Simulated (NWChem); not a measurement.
Program: NWChem. System: diarsenic (As₂), charge 0, spin multiplicity 1, at a geometry optimised with PBE0/def2-SVP. Level: MP2/def2-TZVPD, 18 core orbitals frozen.

The NWChem input:

```
start mol
memory heap 200 mb stack 900 mb global 1100 mb
geometry units angstroms nocenter noautoz
  As     0.000000     0.000000     1.045631
  As     0.000000     0.000000    -1.045631
  symmetry group D2h
end
basis spherical
  * library def2-tzvpd
end
scf
  rhf
  nopen 0
  maxiter 100
  thresh 1e-7
  semidirect memsize 60000000 filesize 0
end
mp2
  freeze core 18
end
task mp2 energy
```

NWChem printed:

```
             Northwest Computational Chemistry Package (NWChem) 7.3.0
             --------------------------------------------------------

                                NWChem Input Module
                                -------------------

 Scaling coordinates for geometry "geometry" by  1.889725989
 (inverse scale =  0.529177249)

 Turning off AUTOSYM since
 SYMMETRY directive was detected!

                             Geometry "geometry" -> ""
                             -------------------------

 Output coordinates in angstroms (scale by  1.889725989 to convert to a.u.)

  No.       Tag          Charge          X              Y              Z
 ---- ---------------- ---------- -------------- -------------- --------------
    1 As                  33.0000     0.00000000     0.00000000     1.04563100
    2 As                  33.0000     0.00000000     0.00000000    -1.04563100

 Effective nuclear repulsion energy (a.u.)     275.5628056937

            Nuclear Dipole moment (a.u.)
            ----------------------------
        X                 Y               Z
 ---------------- ---------------- ----------------
     0.0000000000     0.0000000000     0.0000000000

      Symmetry information
      --------------------

 Group name             D2h
 Group number             26
 Group order               8
 No. of unique centers     1

      Symmetry unique atoms

     1


 Summary of "ao basis" -> "" (spherical)
 ------------------------------------------------------------------------------
       Tag                 Description            Shells   Functions and Types
 ---------------- ------------------------------  ------  ---------------------
 *                         def2-tzvpd                 on all atoms

 Summary of "ao basis" -> "ao basis" (spherical)
 ------------------------------------------------------------------------------
       Tag                 Description            Shells   Functions and Types
 ---------------- ------------------------------  ------  ---------------------
 As                        def2-tzvpd               18       54   7s5p5d1f

                                 NWChem SCF Module
                                 -----------------

  ao basis        = "ao basis"
  functions       =   108
  atoms           =     2
  closed shells   =    33
  open shells     =     0
  charge          =   0.00
  wavefunction    = RHF
  use symmetry    = T
  symmetry adapt  = T

 Summary of "ao basis" -> "ao basis" (spherical)
 ------------------------------------------------------------------------------
       Tag                 Description            Shells   Functions and Types
 ---------------- ------------------------------  ------  ---------------------
 As                        def2-tzvpd               18       54   7s5p5d1f

      Symmetry analysis of basis
      --------------------------

        ag         24
        au          6
        b1g         6
        b1u        24
        b2g        12
        b2u        12
        b3g        12
        b3u        12

 Forming initial guess at       0.1s

      Superposition of Atomic Density Guess
      -------------------------------------

 Sum of atomic energies:       -4468.27511140

      Non-variational initial energy
      ------------------------------

 Total energy =   -4468.521305
 1-e energy   =   -6779.262289
 2-e energy   =    2035.178179
 HOMO         =      -0.274406
 LUMO         =      -0.070702

      Symmetry analysis of molecular orbitals - initial
[...]
    21      0.370866  1 As py                75     -0.370866  2 As py
    18      0.334564  1 As py                72     -0.334564  2 As py
    44      0.224938  1 As d -1              98      0.224938  2 As d -1
    12     -0.183774  1 As py                66      0.183774  2 As py

 Vector   35  Occ=0.000000D+00  E= 7.626108D-03  Symmetry=b2g
              MO Center= -3.1D-16, -2.8D-28,  2.6D-16, r^2= 4.9D+00
   Bfn.  Coefficient  Atom+Function         Bfn.  Coefficient  Atom+Function
  ----- ------------  ---------------      ----- ------------  ---------------
    20      0.370866  1 As px                74     -0.370866  2 As px
    17      0.334564  1 As px                71     -0.334564  2 As px
    46     -0.224938  1 As d  1             100     -0.224938  2 As d  1
    11     -0.183774  1 As px                65      0.183774  2 As px

 Vector   36  Occ=0.000000D+00  E= 9.659073D-02  Symmetry=b1u
              MO Center=  2.6D-16, -8.2D-17,  5.8D-13, r^2= 1.4D+01
   Bfn.  Coefficient  Atom+Function         Bfn.  Coefficient  Atom+Function
  ----- ------------  ---------------      ----- ------------  ---------------
     7      3.533248  1 As s                 61     -3.533248  2 As s
    22     -2.011797  1 As pz                76     -2.011797  2 As pz
     6      0.693683  1 As s                 60     -0.693683  2 As s
    45      0.525866  1 As d  0              99     -0.525866  2 As d  0
     5     -0.353968  1 As s                 40      0.354728  1 As d  0

 center of mass
 --------------
 x =   0.00000000 y =   0.00000000 z =   0.00000000

 moments of inertia (a.u.)
 ------------------
         585.048151349117           0.000000000000           0.000000000000
           0.000000000000         585.048151349117           0.000000000000
           0.000000000000           0.000000000000           0.000000000000

  Mulliken analysis of the total density
  --------------------------------------

    Atom       Charge   Shell Charges
 -----------   ------   -------------------------------------------------------
    1 As  33    33.00   2.00  2.00  1.17  0.78  0.99  0.91  0.04  5.99  5.76  0.37  1.57  1.30  8.94  1.07  0.00  0.08  0.00  0.01
    2 As  33    33.00   2.00  2.00  1.17  0.78  0.99  0.91  0.04  5.99  5.76  0.37  1.57  1.30  8.94  1.07  0.00  0.08  0.00  0.01

       Multipole analysis of the density wrt the origin
       ------------------------------------------------

     L   x y z        total         open         nuclear
     -   - - -        -----         ----         -------
     0   0 0 0     -0.000000      0.000000     66.000000

     1   1 0 0     -0.000000      0.000000      0.000000
     1   0 1 0     -0.000000      0.000000      0.000000
     1   0 0 1      0.000000      0.000000      0.000000

     2   2 0 0    -26.984261      0.000000      0.000000
     2   1 1 0      0.000000      0.000000      0.000000
     2   1 0 1     -0.000000      0.000000      0.000000
     2   0 2 0    -26.984261      0.000000      0.000000
     2   0 1 1     -0.000000      0.000000      0.000000
     2   0 0 2    -25.861883      0.000000    257.690559

                   NWChem MP2 Semi-direct Energy/Gradient Module
                   ---------------------------------------------

  Basis functions       =    108
  Molecular orbitals    =    108
  Frozen core           =     18
  Frozen virtuals       =      0
  Active alpha occupied =     15
  Active beta occupied  =     15
  Active alpha virtual  =     75
  Active beta virtual   =     75
  Use MO symmetry       = T
  Use skeleton AO sym   = T

  AO/Fock/Back tols     =   1.0D-09  1.0D-09  1.0D-09

 GA uses MA = F    GA memory limited = T

 Available:
  local mem=  1.26D+08
 global mem=  1.44D+08
 local disk=  0.00D+00
  mp2_memr nvloc                    75
  nvloc new                    75
   1 passes of  15:        5242880                      80022                  22082619.
   1 passes of  15: M    126150790           G      144155872           F     120907910.

 Semi-direct pass number   1 of   1  for RHF alpha+beta  at        3.0s
  vrange nnbf                  5768
  mp2_eaftype                    84  avail_ma_in_mb                  1099
 EAF : mp2_eaftype filesize          84   11041310.
  mp2_eaf for mointskh                     84
Node 0 wrote     51.9 Mb in      0.0 s     Agg I/O rate:  1899.6 Mb/s
 Done moints_semi at       10.2s
  mp2_eaftype                    84  avail_ma_in_mb                  1015
 EAF : mp2_eaftype filesize          84   11041310.
  mp2_eaf for kh                    84
 Done maket at       10.4s
 Done multipass loop at       10.4s

          -------------------------------------------
          SCF energy               -4468.408990697562
          Correlation energy          -0.513932537174
          Singlet pairs               -0.270969935565
          Triplet pairs               -0.242962601609
          Total MP2 energy         -4468.922923234737
          -------------------------------------------

          ---------------------------------------------------
                    Spin Component Scaled (SCS) MP2
          Same spin pairs                     -0.161975067740
          Same spin scaling factor             0.333333333333
          Opposite spin pairs                 -0.351957469435
          Opposite spin scaling fact.          1.200000000000
          SCS-MP2 correlation energy          -0.476340652568
          Total SCS-MP2 energy             -4468.885331350131
          ---------------------------------------------------

 -----------------------
 Performance information
 -----------------------

 Timer overhead =  1.54D-07 seconds/call

               Nr. of calls         CPU time (s)                 Wall time (s)                GFlops
             ---------------    -------------------     ------------------------------   -------------------
Name         Min   Avg   Max    Min     Avg     Max     Min     Avg     Max   Mx/calls   Min     Max     Sum
mp2: moin     1     1     1    7.2     7.2     7.2      7.2     7.2     7.2     7.2      0.0     0.0     0.0
mp2: make     1     1     1   0.21    0.21    0.21     0.21    0.21    0.21    0.21      0.0     0.0     0.0
mp2: tota     1     1     1    7.5     7.5     7.5      7.5     7.5     7.5     7.5      0.0     0.0     0.0

 The average no. of pstat calls per process was 3.00D+00
 with a timing overhead of 4.61D-07s

 Task  times  cpu:       10.4s     wall:       10.4s

 Total times  cpu:       10.4s     wall:       10.4s
```
